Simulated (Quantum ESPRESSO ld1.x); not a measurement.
Q: The hafnium ion Hf2+, configuration [Xe] 4f14 5d2. All-electron calculation, Dirac Kohn-Sham, PW91, spin-unpolarised, spherical densities, point nucleus; open shells are shared between the two j in proportion to 2j + 1. Program: ld1.x of Quantum ESPRESSO 7.5. Some entries of the table are withheld. Estimate them.

| orbital | occ. | eigenvalue (hartree) | <1/r> (bohr^-1) | <r> (bohr) |
|---|---|---|---|---|
| 1s1/2 | 2 | -2396.8683 | 83.85 | 0.01898 |
| 2s1/2 | 2 | -410.1035 | 20.32 | 0.07976 |
| 2p1/2 | 2 | -391.6907 | 20.28 | 0.06612 |
| 2p3/2 | 4 | -347.8741 | 17.23 | 0.07384 |
| 3s1/2 | 2 | -93.8646 | 7.453 | 0.2082 |
| 3p1/2 | 2 | -85.7060 | 7.368 | 0.1981 |
| 3p3/2 | 4 | -76.3162 | 6.581 | 0.2124 |
| 3d3/2 | 4 | -62.5137 | 6.472 | (1) |
| 3d5/2 | 6 | -60.4661 | 6.284 | (2) |
| 4s1/2 | 2 | -19.3514 | 3.124 | 0.4681 |
| 4p1/2 | 2 | -16.0098 | 3.014 | (3) |
| 4p3/2 | 4 | -13.8602 | 2.739 | (4) |
| 4d3/2 | 4 | -8.3707 | 2.520 | 0.5285 |
| 4d5/2 | 6 | -7.9771 | 2.453 | 0.5400 |
| 5s1/2 | 2 | -3.0135 | 1.182 | 1.136 |
| 5p1/2 | 2 | -2.0683 | 1.048 | 1.264 |
| 5p3/2 | 4 | -1.7817 | 0.9525 | 1.372 |
| 4f5/2 | 6 | -1.2091 | 1.934 | 0.6699 |
| 4f7/2 | 8 | -1.1449 | 1.903 | 0.6825 |
| 5d3/2 | 0.8 | -0.6286 | 0.6218 | 2.080 |
| 5d5/2 | 1.2 | -0.6073 | 0.6021 | 2.142 |

A: 
(1) 3d3/2 <r> (bohr): 0.1863
(2) 3d5/2 <r> (bohr): 0.1908
(3) 4p1/2 <r> (bohr): 0.4745
(4) 4p3/2 <r> (bohr): 0.5075
